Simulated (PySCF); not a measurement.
# Computed records: Al2BFH4

All values are calculated (PySCF 2.14.0). Calculation on a computer-drawn molecule: optimised geometry and harmonic frequencies of an isolated molecule of the commonest isotopes, restricted reference for singlets and unrestricted otherwise, frozen core in MP2.

Al2BFH4

Start structure:
```xyz
8
Al2BFH4
F      0.8944     2.4083     1.8447
B      1.5231     2.0280     0.7199
Al     3.2538     2.2667     2.0389
Al    -0.2364     1.9833    -0.1718
H      4.8122     2.1578     1.8294
H      2.8603     2.6597     3.4908
H     -1.3704     2.2892     0.8420
H     -0.7357     1.6091    -1.6783
```

| Item | Value |
| --- | --- |
| charge | 0 |
| multiplicity | 1 |
| method | HF |
| basis | cc-pV(D+d)Z |
| rotational constants | 5.835, 2.036, 1.572 GHz |
| total energy | -610.2720 hartree |
| convergence status largest gradient component | 2.714e-05 hartree/bohr |

Drawn bonds:
```csv
atom,other atom,order
1,2,1
2,3,1
2,4,1
3,5,1
3,6,1
4,7,1
4,8,1
```

Optimised structure:
```xyz
8
Al2BFH4
F      1.1577     4.2472     1.2340
B      1.2992     2.8995     1.1562
Al     3.0956     2.0868     2.1161
Al    -0.3014     1.8472     0.0887
H      4.5372     2.2717     1.4773
H      2.9805     1.2174     3.4415
H     -1.7423     1.6558     0.7271
H     -0.0252     1.1764    -1.3254
```

Modes:
```csv
frequency (cm⁻¹),reduced mass (dalton)
37.75,1.039
61.38,1.074
108.8,3.906
204,4.33
232.9,2.108
350.9,4.856
383.8,1.25
514,1.658
608.3,1.993
620.4,1.282
720.7,2.771
840.2,1.198
855.8,1.074
1181,11.6
1950,1.033
1952,1.056
1957,1.05
1966,1.029
```
